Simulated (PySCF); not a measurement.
input.py for TeO

Input:

```python
from pyscf import gto, dft

mol = gto.M(
    atom='Te 0 0 0; O 0 0 1.728',
    basis='ano-rcc-vdzp',
    charge=0,
    spin=2,
    verbose=4,
)
mf = dft.UKS(mol, xc='olyp')
mf = mf.sfx2c1e()
mf.kernel()
mf.stability(internal=True, external=True)
mf.dip_moment()
print('orbital energies (hartree):', [e[max(0, n-3):n+3].round(4) for e, n in zip(mf.mo_energy, mol.nelec)])
```

```bash
$ OMP_NUM_THREADS=1 python input.py
```

Output (some set-up lines and the per-cycle HOMO/LUMO lines with their warnings removed):

```
PySCF version 2.14.0

[INPUT] verbose = 4
[INPUT] num. atoms = 2
[INPUT] num. electrons = 60
[INPUT] charge = 0
[INPUT] spin (= nelec alpha-beta = 2S) = 2
[INPUT] symmetry False subgroup None
[INPUT] Mole.unit = angstrom
[INPUT] Symbol           X                Y                Z      unit          X                Y                Z       unit  Magmom
[INPUT]  1 Te     0.000000000000   0.000000000000   0.000000000000 AA    0.000000000000   0.000000000000   0.000000000000 Bohr   0.0
[INPUT]  2 O      0.000000000000   0.000000000000   1.728000000000 AA    0.000000000000   0.000000000000   3.265446743248 Bohr   0.0

nuclear repulsion = 127.39451374
number of shells = 7
number of NR pGTOs = 240
number of NR cGTOs = 57
basis = ano-rcc-vdzp
ecp = {}

******** <class 'pyscf.x2c.sfx2c1e.sfX2C1eUKS'> ********
method = sfX2C1eUKS
initial guess = minao
damping factor = 0
level_shift factor = 0
DIIS = <class 'pyscf.scf.diis.CDIIS'>
diis_start_cycle = 1
diis_space = 8
diis_damp = 0
SCF conv_tol = 1e-09
SCF conv_tol_grad = None
SCF max_cycles = 50
direct_scf = True
direct_scf_tol = 1e-13
number electrons alpha = 31  beta = 29
XC library pyscf.dft.libxc version 7.0.0
    S. Lehtola, C. Steigemann, M. J.T. Oliveira, and M. A.L. Marques.,  SoftwareX 7, 1–5 (2018)
XC functionals = olyp
    N. C. Handy and A. J. Cohen.,  Mol. Phys. 99, 403 (2001)
    C. Lee, W. Yang, and R. G. Parr.,  Phys. Rev. B 37, 785 (1988)
    B. Miehlich, A. Savin, H. Stoll, and H. Preuss.,  Chem. Phys. Lett. 157, 200 (1989)
radial grids:
    Treutler-Ahlrichs [JCP 102, 346 (1995); DOI:10.1063/1.469408] (M4) radial grids

becke partition: Becke, JCP 88, 2547 (1988); DOI:10.1063/1.454033
pruning grids: <function nwchem_prune>
grids dens level: 3
symmetrized grids: False
atomic radii adjust function: <function treutler_atomic_radii_adjust>
small_rho_cutoff = 0

******** <class 'pyscf.x2c.sfx2c1e.SpinFreeX2CHelper'> ********
approx = 1e
xuncontract = 1
Set gradient conv threshold to 3.16228e-05
tot grids = 36040
init E= -6871.35023654458

cycle= 1 E= -6870.82000154261  delta_E= 0.53  |g|= 0.739  |ddm|= 1.79
cycle= 2 E= -6867.23013285263  delta_E= 3.59  |g|= 2.36  |ddm|= 3.46
cycle= 3 E= -6871.07709635864  delta_E= -3.85  |g|= 0.232  |ddm|= 3.16
cycle= 4 E= -6871.09279998268  delta_E= -0.0157  |g|= 0.121  |ddm|= 0.201
cycle= 5 E= -6871.09413075605  delta_E= -0.00133  |g|= 0.0814  |ddm|= 0.0602
cycle= 6 E= -6871.09691102549  delta_E= -0.00278  |g|= 0.0295  |ddm|= 0.0559
cycle= 7 E= -6871.09728028491  delta_E= -0.000369  |g|= 0.00672  |ddm|= 0.0317
cycle= 8 E= -6871.0973011523  delta_E= -2.09e-05  |g|= 0.000238  |ddm|= 0.00663
cycle= 9 E= -6871.09730119395  delta_E= -4.16e-08  |g|= 7.04e-05  |ddm|= 0.000474
cycle= 10 E= -6871.09730119733  delta_E= -3.38e-09  |g|= 4.23e-05  |ddm|= 0.00015
cycle= 11 E= -6871.09730119817  delta_E= -8.4e-10  |g|= 5.89e-06  |ddm|= 4.07e-05
Extra cycle  E= -6871.09730119796  delta_E= 2.15e-10  |g|= 2.22e-05  |ddm|= 2.67e-05
converged SCF energy = -6871.09730119796  <S^2> = 2.004554  2S+1 = 3.0030344
uhf_internal: lowest eigs of H = [0.26144741 0.26145224 0.28886175]
<class 'pyscf.x2c.sfx2c1e.sfX2C1eUKS'> wavefunction is stable in the internal stability analysis

WARN: QR decomposition removed 1 vectors.

uhf_real2complex: lowest eigs of H = [0.14803711 0.14803732 0.14844163]
<class 'pyscf.x2c.sfx2c1e.sfX2C1eUKS'> wavefunction is stable in the real -> complex stability analysis
uhf_external: lowest eigs of H = [-0.02998091  0.00580919  0.00673575]
Dipole moment(X, Y, Z, Debye):  0.00000, -0.00000, -2.89730
orbital energies (hartree): [array([-0.3367, -0.1983, -0.1983, -0.0502,  0.2129,  0.2129]), array([-0.3135, -0.2924, -0.2924, -0.1439, -0.1439, -0.0303])]
```

In short: E(SCF) = -6871.097301 Eh, 11 cycles, ⟨S²⟩ = 2.005, μz(SCF) = -2.90 D, internal stable; real -> complex stable.

Hardware: Intel Xeon Platinum 8488C, 1 thread, shared host. Wall time 36 s, peak memory 0.28 GiB.

The bond length is a typed value, not an optimised one. No search for the lowest solution was made.
